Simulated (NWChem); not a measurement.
System meant: C3H5BO2; SMILES OB1C=CCO1

Here is an NWChem input.

```
start job
memory heap 200 mb stack 700 mb global 900 mb
geometry units angstroms noautoz
  O      0.130504    -2.143249     0.000000
  B      0.094909    -0.781563     0.000000
  C      1.280946     0.225200     0.000000
  C      0.700266     1.437144     0.000000
  C     -0.802735     1.322156     0.000000
  O     -1.096895    -0.076032     0.000000
  H     -0.765503    -2.513416     0.000000
  H      2.353952     0.065335     0.000000
  H      1.189526     2.409260     0.000000
  H     -1.258890     1.786663     0.885543
  H     -1.258890     1.786663    -0.885543
end
basis spherical
  * library def2-svp
end
dft
  xc pbe0
  iterations 4
  mulliken
end
task dft energy
```

End of the output:

```
    Atom       Charge   Shell Charges
 -----------   ------   -------------------------------------------------------
    1 O    8     7.99   1.97  0.85  0.56  2.69  1.90  0.02
    2 B    5     5.19   1.96  0.49  0.20  1.46  0.63  0.46
    3 C    6     6.09   1.97  0.60  0.32  1.89  1.24  0.07
    4 C    6     6.00   1.97  0.62  0.30  1.86  1.17  0.09
    5 C    6     5.90   1.96  0.59  0.29  1.85  1.08  0.14
    6 O    8     8.07   1.97  0.88  0.57  2.72  1.90  0.02
    7 H    1     0.89   0.55  0.16  0.18
    8 H    1     0.96   0.63  0.26  0.07
    9 H    1     0.97   0.63  0.27  0.07
   10 H    1     0.96   0.64  0.25  0.07
   11 H    1     0.96   0.64  0.25  0.07

 center of mass
 --------------
 x =  -0.00422970 y =  -0.09675443 z =   0.00000000

 moments of inertia (a.u.)
 ------------------
         523.649816882285          -0.000000000000           0.000000000000
          -0.000000000000         233.166427051278           0.000000000000
           0.000000000000           0.000000000000         745.527071699947

     Multipole analysis of the density
     ---------------------------------

     L   x y z        total         alpha         beta         nuclear
     -   - - -        -----         -----         ----         -------
     0   0 0 0      0.000000    -22.000000    -22.000000     44.000000

     1   1 0 0     -0.277295     -0.138647     -0.138647      0.000000
     1   0 1 0      0.606781      0.303391      0.303391     -0.000000
     1   0 0 1     -0.000000     -0.000000     -0.000000      0.000000

     2   2 0 0    -25.341608    -79.045158    -79.045158    132.748709
     2   1 1 0      2.115257      0.538808      0.538808      1.037641
     2   1 0 1      0.000000      0.000000      0.000000      0.000000
     2   0 2 0    -22.422840   -156.806091   -156.806091    291.189341
     2   0 1 1     -0.000000     -0.000000     -0.000000      0.000000
     2   0 0 2    -26.125098    -15.862929    -15.862929      5.600760

 ------------------------------------------------------------------------
 dft energy failed                                                                                  0
 ------------------------------------------------------------------------
 ------------------------------------------------------------------------
  current input line :
    24: task dft energy
 ------------------------------------------------------------------------
 ------------------------------------------------------------------------
 This type of error is most commonly associated with calculations not reaching convergence criteria
 ------------------------------------------------------------------------
 For more information see the NWChem manual at https://nwchemgit.github.io

0:dft energy failed:Received an Error in Communication
```

Question: What is wrong, and how is it mended?

Answer: Convergence was not reached. Cause: the SCF was allowed too few iterations. This input runs:
```
start job
memory heap 200 mb stack 700 mb global 900 mb
geometry units angstroms noautoz
  O      0.130504    -2.143249     0.000000
  B      0.094909    -0.781563     0.000000
  C      1.280946     0.225200     0.000000
  C      0.700266     1.437144     0.000000
  C     -0.802735     1.322156     0.000000
  O     -1.096895    -0.076032     0.000000
  H     -0.765503    -2.513416     0.000000
  H      2.353952     0.065335     0.000000
  H      1.189526     2.409260     0.000000
  H     -1.258890     1.786663     0.885543
  H     -1.258890     1.786663    -0.885543
end
basis spherical
  * library def2-svp
end
dft
  xc pbe0
  iterations 150
  mulliken
end
task dft energy
```
It converges to -292.16582 Ha (PBE0/def2-SVP).
